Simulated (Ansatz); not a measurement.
`O[SiH](F)[SiH2]Br` and `O[SiH2][SiH2]Br` differ in one atom or group.

Ansatz, PBE0-D4/def2-TZVP geometries, multiplicity 1. Each molecule was computed in one conformer, which needn't be the lowest.

Scalar relativity is left out up to krypton. Spin–orbit coupling is left out; it splits and shifts lone-pair levels of the heavy atoms by tenths of an eV.

```json
{"property": "size of the dipole moment (B3LYP/def2-TZVPP) / D", "`O[SiH](F)[SiH2]Br`": "1.35"}
{"property": "LUMO energy (B3LYP/def2-TZVPP) / eV", "`O[SiH](F)[SiH2]Br`": "-1.38"}
{"property": "HOMO energy (ωB97M-V/def2-TZVPP) / eV", "`O[SiH](F)[SiH2]Br`": "-10.18"}
{"property": "HOMO–LUMO gap (ωB97M-V/def2-TZVPP) / eV", "`O[SiH](F)[SiH2]Br`": "10.78"}
{"property": "HOMO energy (PBE0/def2-TZVPP) / eV", "`O[SiH](F)[SiH2]Br`": "-8.12"}
{"property": "zero-point energy (PBE0-D4/def2-TZVP) / kJ/mol", "`O[SiH](F)[SiH2]Br`": "118.4"}
```

(1) What does the change do to each property? (An estimate is asked.)

## Answers

(1) Ansatz gave: 
| property | `O[SiH2][SiH2]Br` | shift |
| --- | --- | --- |
| size of the dipole moment (B3LYP/def2-TZVPP) / D | 0.91 | -0.44 |
| LUMO energy (B3LYP/def2-TZVPP) / eV | -1.30 | 0.08 |
| HOMO energy (ωB97M-V/def2-TZVPP) / eV | -9.94 | 0.24 |
| HOMO–LUMO gap (ωB97M-V/def2-TZVPP) / eV | 10.60 | -0.18 |
| HOMO energy (PBE0/def2-TZVPP) / eV | -7.89 | 0.23 |
| zero-point energy (PBE0-D4/def2-TZVP) / kJ/mol | 130.7 | 12.3 |

With PBE0 the HOMO rises by 0.23 eV and the LUMO rises by 0.07 eV, so the gap narrows by about 0.16 eV. PBE moves the HOMO by 0.21 eV and ωB97M-V by 0.24 eV. Dipoles are sizes alone; their direction can turn.

B3LYP here is the variant with VWN-RPA as its local correlation; programs differ in this.
